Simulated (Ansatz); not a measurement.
Consider the formal exchange of groups at a Te–As bond: `N[AsH][TeH]` + `OC=S` → `OC(=S)[TeH]` + `N[AsH2]`.

Program: Ansatz. Geometries: PBE0-D4/def2-TZVP. ΔE: electronic, gas phase. CCSD(T)/CBS adds triple-zeta CCSD(T) − MP2 to the extrapolated MP2 energy (def2 sets, frozen cores). This one scheme is used for every species. Functionals use def2-TZVPP. Elements past krypton have def2 core potentials. For As, Te outer-core shells are correlated without core-valence functions, which leaves a few kJ/mol of doubt a bond. Scalar relativity is left out up to krypton. One conformer a species, not always the lowest.

```
        level  ΔE (kcal/mol)
    revPBE-D4           21.9
      BLYP-D4           22.7
    r2SCAN-D4           22.3
   r2SCANh-D4           22.9
 CAM-B3LYP-D4           23.3
    CAM-B3LYP           23.5
      LC-ωPBE           22.9
HF/def2-TZVPP           26.6
```

(1) What does CCSD(T)/CBS give? (An estimate is asked.)

Largest T1 diagnostic among the species: 0.018.

Results:

(1) Computed: +22.4 kcal/mol. The listed levels differ from it by -0.5, 0.3, -0.1, 0.5, 0.9, 1.1, 0.5, 4.2 kcal/mol.

In def2-TZVPP, CCSD(T) changes the Hartree–Fock value by −5.1 kcal/mol (the triples alone add −0.8 kcal/mol) and MP2 by −5.6 kcal/mol. Leaving LDA and LC-ωPBE aside and taking each functional with its dispersion term where it has one, the values, not all of them listed here, spread over 4.4 kcal/mol, from B97M-V to BHLYP-D4. LDA lies −1.4 kcal/mol from PBE without D4.
